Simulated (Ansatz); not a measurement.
`[NH2][Zn][NH2]` + H₂ → `[NH2][ZnH]` + NH₃ at 298.15 K and 1 bar (hydrogenolysis of a Zn–N bond).

Calculated with Ansatz (gas phase, PBE0-D4/def2-TZVP geometries, no zero-point term in ΔE). CCSD(T)/CBS adds triple-zeta CCSD(T) − MP2 to the extrapolated MP2 energy (def2 sets, frozen cores). This one scheme is used for every species. For Zn outer-core shells are correlated without core-valence functions, which leaves a few kJ/mol of doubt a bond. Scalar relativity is left out up to krypton. Each species was taken in one conformer, which may not be the lowest.

| species | CCSD(T)/CBS energy (Eh) | H − E (kJ/mol) | S (J/(mol·K)) |
| --- | --- | --- | --- |
| `[NH2][Zn][NH2]` | -1890.21263 | 147.7 | 295.9 |
| H₂ | -1.17544 | 35.1 | 130.4 |
| `[NH2][ZnH]` | -1834.88092 | 93.2 | 261.0 |
| NH₃ | -56.50880 | 100.5 | 192.4 |

H − E and S are ideal-gas, rigid-rotor, harmonic terms from PBE0-D4/def2-TZVP, for one conformer and one mirror image of each species. The MP2-based limit puts H₂ 0.8 mEh under its directly extrapolated value; such offsets cancel only in part. 1 Eh = 2625.50 kJ/mol, R = 8.31446 J/(mol·K).

Question: By hand: ΔE, ΔH, ΔS and ΔG.

Answer: ΔE = (-1834.88092) + (-56.50880) − (-1890.21263) − (-1.17544) = -0.00165 Eh = -4.3 kJ/mol. Δ(H − E) = 93.2 + 100.5 − 147.7 − 35.1 = 10.9, so ΔH = 6.6 kJ/mol. ΔS = 261.0 + 192.4 − 295.9 − 130.4 = 27.1 J/(mol·K). ΔG = 6.6 − 298.15 × (27.1)/1000 = -1.5 kJ/mol.

Question: By hand: the equilibrium constant, and the temperature at which ΔG would vanish if ΔH and ΔS stayed fixed.

Answer: log₁₀ K = −ΔG/(RT ln 10) = 0.3. ΔG = 0 at ΔH/ΔS = 244 K, though so small a ΔH makes that figure unsure.

TΔS isn't small against ΔH here. The sign of ΔG lies within the doubt. A doubt of 5 kJ/mol in ΔE shifts log₁₀ K by 0.9 here. Other conformers and mirror images would add mixing entropy, several J/(mol·K) or more a flexible species. These are equilibria of isolated gas molecules and say nothing of rates. Largest T1 diagnostic: 0.016 (customary marks: 0.02 for closed shells, 0.045 for open ones).
